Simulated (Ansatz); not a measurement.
AgBr2⁻ (the lowest singlet isomer of a short search) was relaxed with PBE-D4 (def2-TZVPD) in Ansatz in these states: charge -1 quintet, charge -1 singlet, charge -1 triplet. The geometries follow in no particular order.

In the def2 sets Ag takes a core potential; there is no spin–orbit coupling.

A:

```xyz
3

Ag   -0.003   -0.001    0.003
Br   -1.721   -0.650    2.227
Br    1.724    0.652   -2.230
```

B:

```csv
atom,x (Å),y (Å),z (Å)
Ag1,-1.1523,-0.2298,-0.5268
Br2,1.3343,-0.0356,-1.3293
Br3,-0.1820,0.2655,1.8561
```

C:

```
atom   x (Å)   y (Å)   z (Å)
 Ag1   0.000   0.000   0.000
 Br2  -1.369  -1.767   1.051
 Br3   1.369   1.767  -1.051
```

Problem. Judge from the bond lengths which geometry belongs to which state (an estimate).

Solution. A is the charge -1 quintet (Ag1–Br3 2.897 Å, Ag1–Br2 2.884 Å); B is the charge -1 triplet (Ag1–Br3 2.620 Å, Ag1–Br2 2.620 Å); C is the charge -1 singlet (Ag1–Br3 2.470 Å, Ag1–Br2 2.470 Å).

At PBE-D4/def2-TZVPD the highest occupied level of the charge -1 quintet lies above zero (up to 2.24 eV). It is a level of α spin, whose loss leaves a quartet; that state wasn't run at this geometry and level. The electron is either unbound and held by the finite basis, or the level is raised by self-interaction error. At PBE-D4/def2-TZVPD the highest occupied level of the charge -1 triplet lies above zero (up to 0.50 eV). It is a level of α spin, whose loss leaves a doublet; that state wasn't run at this geometry and level. The electron is either unbound and held by the finite basis, or the level is raised by self-interaction error. At PBE-D4/def2-TZVPD the gap within one spin of the charge -1 quintet nearly closes, so an electron or hole may be smeared out by delocalisation error. At PBE0-D4/def2-TZVPD a singlet lies 9.79 eV below the charge -1 quintet. At PBE0-D4/def2-TZVPD a singlet lies 3.49 eV below the charge -1 triplet. These are the stationary points nearest to one start from a short search; other shapes may lie lower in each state.
